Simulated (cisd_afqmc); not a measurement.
Input (AFQMC/CISD/aug-cc-pVDZ; cisd_afqmc is a phaseless AFQMC code with CISD trial states that reads the integrals written by Ansatz):

Ansatz 0.2 input:
```python
import cisd_afqmc

open("ham.yaml", "w").write("""\
crystal:
  periodic: [false, false, false]
  atoms:
    - {symbol: C, position_ang: [0.00000000, 0.00000000, 0.00000000]}
basis:
  gaussian:
    orbitals: aug-cc-pVDZ
total_charge: -1
magnetization: {spin_polarized: true, initial_magnetization: 3}
correlation: {method: ccsd, electrons: outside_noble_gas, hamiltonian_folder: ham}
scf: {lower_state_search: full}
""")
rep = cisd_afqmc.ansatz("ham.yaml")
e_ccsd = rep["correlation"]["coupled_cluster"]["energy"]["hartree"]
out = cisd_afqmc.run("ham", e_ccsd, trial="CISD", walkers=200, populations=8, threads=8, dt=0.005, steps=40, early=24, settle=10, least=48,
    target=0.0004, seconds=1500, seed=1, memory=12960, gpu=False)
```

Output:

```
orbitals 22, occupied [4, 1], factors 116 of 122, rank of the doubles 88 of 93
E(HF) = -37.704950
E(CCSD) on the cut factors = -37.803878, shift to the whole factors 0.000000
Energy of the trial state on the determinant = -37.803878
  tau behind 7.2 of longer steps, mean of the populations' last blocks
   2.0  -37.80741
   4.0  -37.80790
   6.0  -37.80770
   8.0  -37.80733
  10.0  -37.80761
blocks 395 (0 outliers left out), error by blocks joined: 1: 0.00006, 2: 0.00008, 4: 0.00010, 8: 0.00012, 16: 0.00014
E(AFQMC/CISD) = -37.80753 +/- 0.00014
```

The error still grows at the longest joins of blocks, or few joins were possible, so the printed bar may be too narrow.
